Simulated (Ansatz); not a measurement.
A run for Ansatz (a program for electronic structure): R-PBE/def2-TZVPP on BH3S (SMILES BS), a point of a torsion scan.

Ansatz 0.2 input:
```yaml
crystal:
  periodic: [false, false, false]
  atoms:
    - {symbol: B, position_ang: [-0.62221673, -0.07767924, 0.14066318]}
    - {symbol: S, position_ang: [1.06495243, -0.50421347, 0.38777683]}
    - {symbol: H, position_ang: [-1.39212170, -0.88125057, -0.20931206]}
    - {symbol: H, position_ang: [-0.86277581, 1.06375313, 0.08732274]}
    - {symbol: H, position_ang: [0.92243665, -1.78389813, 0.72459225]}
basis:
  gaussian:
    orbitals: def2-TZVPP
hamiltonian:
  xc: {name: PBE}
scf: {lower_state_search: off}
```

The head of its log:

```
WARN ansatz: RAYON_NUM_THREADS=1 ignored (pool sized by the plan → 1); use --threads N
Functional definition: PBE
these checks for a lower state are left out or cut short: stability, starts, cluster_reference, orbital_swaps, neighbouring_geometries, increment
integrals: 0.03 GiB planned
630 factors; their error is unknown
mean field: 0.26 GiB planned
mean field evaluation 1: about -11551.4532 eV, gradient 3.4e1 eV
mean field evaluation 2: about -11547.1164 eV, gradient 4.9e1 eV
```

Problem. Predict the final total energy.

Solution. -424.6460 hartree.
